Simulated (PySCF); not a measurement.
Bonds (- single, = double, # triple, : aromatic): C1-C2, C2#N3, N3-Al4, Al4-O5, O5-C6, C6-C7, C6-C8. C1 carries H9, H10, H11; Al4 carries H12, H13; C6 carries H14; C7 carries H15, H16, H17; C8 carries H18, H19, H20. Formal charges: N3 +1, Al4 -1.

Level of theory: shielding tensors at HF/pcSseg-1 (GIAO), PBE0-D3(BJ)/def2-SVP geometry, in PySCF (one conformer, no relativistic terms, equivalent nuclei averaged, no solvent).

Scale: ¹³C, ¹H vs TMS; ¹⁵N vs NH3; ²⁷Al vs AlH4-; ¹⁷O against H2O (reference shieldings calculated alike).

| atoms | nucleus | count | δ (ppm) |
| --- | --- | --- | --- |
| H15/H16/H17/H18/H19/H20 | ¹H | 6 | ? |
| C6 | ¹³C | 1 | 57.9 |
| H12/H13 | ¹H | 2 | 3.45 |
| N3 | ¹⁵N | 1 | 249.4 |
| H9/H10/H11 | ¹H | 3 | 2.37 |
| H14 | ¹H | 1 | ? |
| C2 | ¹³C | 1 | 130.2 |
| Al4 | ²⁷Al | 1 | 16.6 |
| O5 | ¹⁷O | 1 | 41.2 |
| C7/C8 | ¹³C | 2 | 28.2 |
| C1 | ¹³C | 1 | ? |

Question: Complete the table.

Answer: 
- C1: 1.2 ppm, methyl carbon α to a nitrile; aliphatic region, no heteroatom directly attached
- H14: 3.53 ppm, hydrogen on an sp3 CH bonded to O; its carbon carries O, which withdraws density
- H15/H16/H17/H18/H19/H20: 1.10 ppm, hydrogen on a methyl carbon

Hydrides on Al or Ga are broadened by the quadrupolar metal nucleus. Shifts are as computed. Against solution values, carbons near 30 ppm lie about -0 ppm off and those near 130 ppm about +7 ppm. Of 1309 compounds with measured shifts, 239 miss one by over three times the rms of a fit or turn the order of signals round; such compounds aren't used in these exercises. Experimental scales use liquid or dissolved standards, which lie at an offset from isolated NH3 (liquid NH3: subtract about 20 ppm) and H2O (liquid H2O: subtract about 36 ppm). Unscaled 15N shifts of sp2 nitrogen come out 20 to 40 ppm too high even then.
